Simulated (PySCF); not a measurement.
Two structures of BHClOF, singlet, reached by relaxing down either side of one saddle point (PBE0-D4/def2-TZVP). Energies are electronic, without zero-point energy. PySCF 2.14 with density fitting (its default auxiliary sets; JK sets also for MP2 and CCSD(T)); basis: def2-TZVPP and def2-QZVPP; cores frozen in the correlated methods. Extrapolation: Hartree–Fock as exp(−7.88 √X), correlation as X^−2.97. First:

```
5
angstrom
B -0.1315 -0.0345 0.3353
Cl 1.1218 -1.2690 0.4635
O -0.3200 0.6899 -0.7783
H 0.2868 0.4722 -1.4896
F -0.9102 0.1829 1.3728
```

Second:

| atom | x (Å) | y (Å) | z (Å) |
| --- | --- | --- | --- |
| B1 | -0.9740 | 0.4842 | 0.8999 |
| Cl2 | 2.0325 | -1.0603 | -1.7328 |
| O3 | -0.3385 | 0.3472 | -0.1176 |
| H4 | 1.0594 | -0.4523 | -1.1397 |
| F5 | -1.6490 | 0.6323 | 1.9737 |

Problem. Which bonds change from the first to the second?

Solution. BHClOF ([OH][B]([F])[Cl]) → BOF + HCl; bonds formed: Cl2–H4; bonds broken: B1–Cl2, O3–H4.

Problem. Give the saddle point's structure and its height above each. (Judge from chemistry; the value comes from the calculation.)

Solution. Computed: 57.30 kcal/mol above the first and 15.80 kcal/mol above the second (CCSD(T) at an estimated basis limit (MP2 extrapolated from triple and quadruple zeta, plus CCSD(T) − MP2 in triple zeta)).
```
5
angstrom
B -0.4886 0.2892 0.3352
Cl 1.2530 -1.1017 -0.1264
O -0.4661 0.8226 -0.7940
H 0.6136 -0.1054 -0.9462
F -0.9121 0.0953 1.5313
```

No T1 diagnostic of these runs exceeds 0.016.

Labels in which every atom is bracketed show which atoms are joined, not bond orders.

For scale, one of the runs: CCSD(T)/def2-TZVPP, 149 basis functions, launched by `OMP_NUM_THREADS=4 python run.py`. The run took 2 min on 4 CPU threads of an Arm Neoverse V1 (shared host), with 1.2 GiB of host memory at its peak.
